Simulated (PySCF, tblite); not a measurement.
Species: C₄H₁₁ClSi₂.
Geometry (GFN2-xTB, Å), atoms numbered from 1 in this order:
```
atom  x, y, z in Å
Cl1    2.228   -1.588   -1.382
C2     2.630   -0.365   -0.148
Si3    1.035    0.580    0.349
C4    -0.183   -0.625    1.203
C5    -1.609   -0.187    0.866
C6    -1.807   -0.035   -0.644
Si7   -0.444    1.111   -1.352
H8     3.090   -0.898    0.680
H9     3.376    0.289   -0.590
H10    1.502    1.599    1.309
H11   -0.058   -0.664    2.286
H12   -0.027   -1.640    0.831
H13   -1.814    0.770    1.355
H14   -2.324   -0.914    1.263
H15   -1.735   -1.020   -1.108
H16   -2.812    0.333   -0.848
H17   -0.145    0.757   -2.741
H18   -0.913    2.504   -1.339
```

Method used: wB97X-D/def2-SVPD in PySCF (dipole) on a GFN2-xTB geometry, gas phase.

Take the most abundant isotopes and a rigid rotor. The values belong to one conformer with, in the numbering `[Cl:1][CH2:2][Si@@H:3]1[CH2:4][CH2:5][CH2:6][SiH2:7]1`, Cl1–C2–Si3–C4 65°, C2–Si3–C4–C5 -147°, Si3–C4–C5–C6 53°, C4–C5–C6–Si7 -53°, C5–C6–Si7–Si3 26°.

Q: Give the principal moments of inertia and the rotational constants in GHz.

A: Ia = 241.50, Ib = 525.29, Ic = 567.51 u·Å²; 505379 MHz·u·Å²/I gives 2093, 962.1 and 890.5 MHz, that is A = 2.0927, B = 0.9621, C = 0.8905 GHz.

Q: Classify the top.

A: An asymmetric top: κ = (2 × 962.1 − 2093 − 890.5)/(2093 − 890.5) = -0.88.

Q: What does the inertial defect say?

A: Not planar: Δ = Ic − Ia − Ib = -199.28 u·Å². For a rigid frame Δ = −2 Σ m c², so Σ m c² = 99.64 u·Å² lies off the ab plane: 19.59 from hydrogen and 80.05 from heavier atoms. The atom farthest from that plane is 2.28 Å away.

Q: Predict some low-J microwave lines.

A: The dipole components are |μa| = 0.73 D, |μb| = 1.14 D, |μc| = 0.78 D. Intensities carry the squares of the components, which stand as 0.41 : 1.00 : 0.47 (a : b : c). Some lines, for components of 0.1 D or more:

```
type  branch         J(Ka,Kc)   MHz  lower level (cm⁻¹)
   c       Q  2(1,2) ← 2(0,2)  1062               0.185
   c       Q  1(1,1) ← 1(0,1)  1131               0.062
   b       Q  1(1,0) ← 1(0,1)  1202               0.062
   b       Q  2(1,1) ← 2(0,2)  1277               0.185
   a       R  1(0,1) ← 0(0,0)  1853               0.000
   b       R  2(0,2) ← 1(1,1)  2571               0.100
   b       R  1(1,1) ← 0(0,0)  2983               0.000
   c       R  1(1,0) ← 0(0,0)  3055               0.000
   c       Q  2(2,1) ← 2(1,1)  3392               0.228
   b       Q  2(2,0) ← 2(1,1)  3395               0.228
   b       Q  2(2,1) ← 2(1,2)  3606               0.221
   a       R  2(1,2) ← 1(1,1)  3634               0.100
   a       R  2(0,2) ← 1(0,1)  3702               0.062
   a       R  2(1,1) ← 1(1,0)  3777               0.102
   b       R  2(1,2) ← 1(0,1)  4764               0.062
   c       R  2(1,1) ← 1(0,1)  4979               0.062
   b       R  2(2,1) ← 1(1,0)  7168               0.102
   c       R  2(2,0) ← 1(1,0)  7172               0.102
   c       R  2(2,1) ← 1(1,1)  7240               0.100
   b       R  2(2,0) ← 1(1,1)  7243               0.100
```

Q: Estimate the classical rotational partition function at 10 K, 100 K and 298.15 K.

A: Point group C1, symmetry number σ = 1; q = (√π/σ)·√((kT/h)³/(ABC)), k/h = 20836.6 MHz/K: 3980 at 10 K, 126000 at 100 K, 648000 at 298.15 K.

Its GFN2-xTB frequencies are all real (lowest 46 cm⁻¹). Zero-point vibration and centrifugal distortion are left out. Quadrupole hyperfine structure (35Cl) is left out.

Hardware: Intel Xeon at 2.50 GHz, one thread, no GPU, on a shared host. Cost: 2.6 min wall, 1.1 GiB resident at most. This is the wB97X-D/def2-SVPD job that gave the dipole, with the excitations it also computed.
